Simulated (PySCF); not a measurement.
## C₈H₁₁NSi: full NMR table

```yaml
Formula: C8H11NSi
SMILES: c1cc([C@H]2CC[SiH2]2)ccn1
InChI: InChI=1S/C8H11NSi/c1-4-9-5-2-7(1)8-3-6-10-8/h1-2,4-5,8H,3,6,10H2/t8-/m1/s1
Point_group_of_the_computed_structure: C1
Degrees_of_unsaturation: 5
Carbon_signals: 6
Proton_signals: 9
```

Structure with atom numbers: `[cH:1]1[cH:2][c:3]([C@H:4]2[CH2:5][CH2:6][SiH2:7]2)[cH:8][cH:9][n:10]1`. Each H is labelled by its parent atom. Ha(C5), Ha(C6), Ha(Si7) are cis to C3 on the ring; Hb(C5), Hb(C6), Hb(Si7) are trans to C3 on the ring.

PySCF calculation with GFN2-xTB geometry and shielding tensors at PBE0/pcSseg-1 (GIAO); one computed conformer, in vacuum, non-relativistic, one averaged value for each set of equivalent atoms.

Shifts are taken against calculated references (same method and geometry level): ¹H (σref 31.72) and ¹³C (σref 186.93) and ²⁹Si (σref 349.16) against TMS; NH3 for ¹⁵N (σref 267.73).

| carbon | δC, type | δH (multiplicity) | HMBC from (2–3 bonds) | span of the C tensor (ppm) |
| --- | --- | --- | --- | --- |
| C1/C9 | 156.0, CH | 8.82 (d) | H(C1)/H(C9), H(C2)/H(C8) | 224 |
| C2/C8 | 125.0, CH | 7.20 (d) | H(C1)/H(C9), H(C2)/H(C8), H(C4) | 210 |
| C3 | 163.2, C | – | H(C1)/H(C9), H(C2)/H(C8), Hb(Si7), Ha(Si7), H(C4), Hb(C5), Ha(C5) | 246 |
| C4 | 36.2, CH | 3.07 (m) | H(C2)/H(C8), Hb(Si7), Ha(Si7), Hb(C5), Ha(C5), Ha(C6), Hb(C6) | 29 |
| C5 | 30.9, CH2 | Ha(C5) 2.47 (m); Hb(C5) 2.98 (m) | Hb(Si7), Ha(Si7), H(C4), Ha(C6), Hb(C6) | 41 |
| C6 | 7.4, CH2 | Ha(C6) 1.82 (m); Hb(C6) 1.67 (m) | Hb(Si7), Ha(Si7), H(C4), Hb(C5), Ha(C5) | 39 |

Other nuclei:
```tsv
atoms	nucleus	environment	δ (ppm)	σ (ppm)
Hb(Si7)	¹H	hydrogen on a silicon bonded to 2 C, in a 4-membered ring	5.17	26.55
Ha(Si7)	¹H	hydrogen on a silicon bonded to 2 C, in a 4-membered ring	4.53	27.19
Si7	²⁹Si	silicon bonded to 2 C, 2 H, in a 4-membered ring	-17.6	366.8
N10	¹⁵N	pyridine-type ring nitrogen	348.7	-80.9
```

Carbon types of the structure: 1 × C, 5 × CH, 2 × CH2, leaving 2 H on heteroatoms. δC 163.2: substituted aromatic carbon. δC 156.0: aromatic CH next to a ring nitrogen; the adjacent pyridine-type nitrogen withdraws density from it. δC 125.0: aromatic CH. δC 7.4: sp3 CH2 bonded to Si; an electropositive neighbour leaves it electron-rich and shielded. δH 8.82: hydrogen on an aromatic CH next to a ring nitrogen; ring current plus the neighbouring ring nitrogen.

Shifts are as computed. Against solution values, carbons near 30 ppm lie about +3 ppm off and those near 130 ppm about +5 ppm. Of 1211 compounds with measured shifts, 218 miss one by over three times the rms of a fit or turn the order of signals round; such compounds aren't used in these exercises. Experimental scales use liquid or dissolved standards, which lie at an offset from isolated NH3 (liquid NH3: subtract about 20 ppm). Unscaled 15N shifts of sp2 nitrogen come out 20 to 40 ppm too high even then. Multiplicities follow the n + 1 count of equivalent neighbours, as no J values were calculated; m marks all less simple cases, F and P coupling included.
